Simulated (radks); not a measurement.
Charge is removed step by step from the 5p down level of the erbium ion Er2+, starting from [Kr] 4d10 4f12 5s2 5p(up 3, down 3). All-electron calculation, scalar-relativistic Kohn-Sham, PBE, spin-polarised, spherical densities, finite nucleus; open shells are filled with parallel spins first (spin-orbit coupling, left out, can overturn this in heavy ions); Fermi nuclear charge, rms radius 5.2516 fm. Program: a radial shooting solver on a logarithmic mesh with Libxc functionals.

[
 {"removed (e)": "0", "E - E(0) (eV)": "0.000", "eigenvalue (eV)": "-40.459", "E minus straight line (eV)": "0.000"},
 {"removed (e)": "0.1", "E - E(0) (eV)": "4.105", "eigenvalue (eV)": "-41.728", "E minus straight line (eV)": "-0.583"},
 {"removed (e)": "0.2", "E - E(0) (eV)": "8.338", "eigenvalue (eV)": "-43.006", "E minus straight line (eV)": "-1.038"},
 {"removed (e)": "0.3", "E - E(0) (eV)": "12.699", "eigenvalue (eV)": "-44.293", "E minus straight line (eV)": "-1.365"},
 {"removed (e)": "0.4", "E - E(0) (eV)": "17.189", "eigenvalue (eV)": "-45.588", "E minus straight line (eV)": "-1.563"},
 {"removed (e)": "0.5", "E - E(0) (eV)": "21.809", "eigenvalue (eV)": "-46.890", "E minus straight line (eV)": "-1.631"},
 {"removed (e)": "0.6", "E - E(0) (eV)": "26.559", "eigenvalue (eV)": "-48.200", "E minus straight line (eV)": "-1.569"},
 {"removed (e)": "0.7", "E - E(0) (eV)": "31.441", "eigenvalue (eV)": "-49.517", "E minus straight line (eV)": "-1.375"},
 {"removed (e)": "0.8", "E - E(0) (eV)": "36.455", "eigenvalue (eV)": "-50.841", "E minus straight line (eV)": "-1.050"},
 {"removed (e)": "0.9", "E - E(0) (eV)": "41.601", "eigenvalue (eV)": "-52.171", "E minus straight line (eV)": "-0.592"},
 {"removed (e)": "1", "E - E(0) (eV)": "46.881", "eigenvalue (eV)": "-53.507", "E minus straight line (eV)": "0.000"}
]

Removing the whole electron costs 46.881 eV by Delta-SCF, against 40.459 eV from minus the eigenvalue at the starting occupation. Slater's transition state (half an electron removed) gives 46.890 eV. Integrating minus the eigenvalue over the occupation (Janak's theorem) gives 46.921 eV. In this scalar-relativistic scheme the density is built from large components alone, so the theorem holds only approximately. The mean slope of the eigenvalue, de/dn, is 13.0 eV per electron.
